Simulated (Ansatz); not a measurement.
`OCS[SiH2]S`, relaxed with RKS PBE-D4/def2-SVP in Ansatz from a rough embedded geometry. The force threshold is 0.03 eV/Å; the program also tests the step.

Total charge 0; spin multiplicity 1.

Start:

```xyz
11

O     1.912    2.129   -0.543
C     1.025    0.979   -0.612
S    -0.083    1.008    0.819
Si   -1.243   -0.676    0.474
S    -0.142   -2.465    0.629
H     1.782    2.453    0.307
H     1.693    0.094   -0.603
H     0.493    0.990   -1.563
H    -2.379   -0.669    1.494
H    -1.893   -0.557   -0.876
H    -1.167   -3.286    0.474
```

Question: How much energy does the relaxation release, and in how many steps? (An estimate is asked.)

Answer: Computed: 0.76 eV, in 29 steps, 3 of them rejected.

Question: Which bonds change most? (An estimate is asked.)

Answer: Ansatz gave: C2–S3 from 1.811 to 1.907 Å; Si4–S5 from 2.107 to 2.201 Å; O1–C2 from 1.454 to 1.374 Å; O1–H6 from 0.919 to 0.987 Å.

Question: Give the relaxed structure. (Best estimate.)

Answer: Ansatz gave: 
```xyz
11

O     1.854    1.012   -0.080
C     0.719    1.183   -0.836
S    -0.856    1.529    0.180
Si   -1.359   -0.500    0.608
S     0.412   -1.590    1.328
H     1.746    0.166    0.416
H     0.473    0.325   -1.507
H     0.830    2.094   -1.456
H    -2.421   -0.485    1.667
H    -1.820   -1.286   -0.591
H     0.422   -2.448    0.270
```
